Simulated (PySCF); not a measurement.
**Bromine: a sound run and one with changed settings**

Sound run: Br²⁺ [Ar] 3d10 4s2 4p3, Br³⁺ [Ar] 3d10 4s2 4p2. Computed with PySCF 2.14 in Sapporo-DKH3-DZP-2012, with the spin-free X2C one-electron Hamiltonian (Gaussian nucleus). In the sound run the correlated levels freeze [Ar] 3d10. The sound run starts from symmetry-adapted Hartree-Fock orbitals and uses a fine grid where one is needed.

Changed run: basis STO-3G, all-electron and non-relativistic. This setting is unsound on purpose.

```json
{"species": "Br²⁺", "method": "UHF", "sound run (hartree)": "-2603.21414", "changed run (hartree)": "-2543.59590", "converged": "yes"}
{"species": "Br²⁺", "method": "r2SCAN", "sound run (hartree)": "-2604.91140", "changed run (hartree)": "-2544.89744", "converged": "yes"}
{"species": "Br²⁺", "method": "BP86", "sound run (hartree)": "-2605.26259", "changed run (hartree)": "-2544.99111", "converged": "yes"}
{"species": "Br²⁺", "method": "MP2", "sound run (hartree)": "-2603.27446", "changed run (hartree)": "-2543.59590", "converged": "yes"}
{"species": "Br³⁺", "method": "UHF", "sound run (hartree)": "-2601.93633", "changed run (hartree)": "-2542.29237", "converged": "yes"}
{"species": "Br³⁺", "method": "r2SCAN", "sound run (hartree)": "-2603.60386", "changed run (hartree)": "-2543.56441", "converged": "yes"}
{"species": "Br³⁺", "method": "BP86", "sound run (hartree)": "-2603.96432", "changed run (hartree)": "-2543.66928", "converged": "yes"}
{"species": "Br³⁺", "method": "MP2", "sound run (hartree)": "-2601.98239", "changed run (hartree)": "-2542.30054", "converged": "yes"}
{"species": "Br³⁺", "method": "CCSD(T)", "sound run (hartree)": "-2601.99916", "changed run (hartree)": "-2542.30644", "converged": "yes"}
```

Ionisation energy of Br²⁺:

| method | sound run (eV) | changed run (eV) |
| --- | --- | --- |
| UHF | 34.771 | 35.471 |
| r2SCAN | 35.580 | 36.273 |
| BP86 | 35.328 | 35.969 |
| MP2 | 35.159 | 35.249 |
| SCS-MP2 | 35.031 | 35.204 |

A minimal basis cannot let orbitals breathe on ionisation and holds almost no correlation. The Hamiltonian changed with the basis, so the totals do not compare.

For comparison, NIST gives 34.871 ± 0.019 eV between the lowest levels.
